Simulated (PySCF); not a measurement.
## Telling isomers of C$_{8}$H$_{10}$Si apart by NMR

Theoretical values (PySCF): PBE0/pcSseg-1 with gauge-including orbitals, coordinates at the PBE0-D3(BJ)/def2-SVP level. A single conformation, no relativistic terms, averaged over atoms made equivalent by symmetry, fast rotation or ring inversion, no solvent model.

References, each an isolated molecule treated in the same way: 1H (31.27 ppm), 13C (184.41 ppm) vs TMS. Where no couplings were computed, multiplicities follow the n + 1 count of equivalent neighbours, and m marks all less simple cases (inequivalent or close neighbours, rings, F or P nearby). Shifts are as computed. Against solution values, carbons near 30 ppm lie about +2 ppm off and those near 130 ppm about +5 ppm. Of 1309 compounds with measured shifts, 239 miss one by over three times the rms of a fit or turn the order of signals round; such compounds aren't used in these exercises.

(1) Tabulate the signals of `CC#CC1=C[Si@@H](C)C=C1`, `C#C[SiH2]C#CC1CCC1` and their relative energies.

(2) What is the quickest way to tell CC#CC1=C[Si@@H](C)C=C1 from C#C[SiH2]C#CC1CCC1?

## Answers

(1) 
```json
{"SMILES": "CC#CC1=C[Si@@H](C)C=C1", "carbon types": "3×C 3×CH 2×CH3", "δC": "159.9, 149.7, 141.2, 136.7, 97.7, 85.5, 5.7, -6.1", "δH": "6.94 (d, 1H), 6.42 (d, 1H), 6.29 (m, 1H), 4.76 (m, 1H), 2.11 (s, 3H), 0.30 (d, 3H)", "E rel. (kcal/mol)": "0.0"}
{"SMILES": "C#C[SiH2]C#CC1CCC1", "carbon types": "3×C 2×CH 3×CH2", "δC": "121.7, 103.5, 83.7, 79.7, 31.9, 27.3, 20.4", "δH": "4.56 (d, 2H), 2.88 (m, 1H), 2.29 (t, 1H), 2.12 (m, 2H), 2.09 (m, 2H), 1.81 (m, 1H), 1.63 (m, 1H)", "E rel. (kcal/mol)": "40.2"}
```

Energies are electronic energies at PBE0/pcSseg-1 on these geometries, without zero-point or thermal terms, each for the one conformer computed, which needn't be the lowest.

(2) Count the carbon signals: 8 against 7. The first has a propargylic methyl carbon (CH3) at 5.7 ppm, the second an sp3 CH2 in a ring at 31.9 ppm. Their most deshielded carbons lie at 159.9 and 121.7 ppm. In the proton spectra the most deshielded non-exchanging signals are 6.94 (d, 1H) and 4.56 (d, 2H).
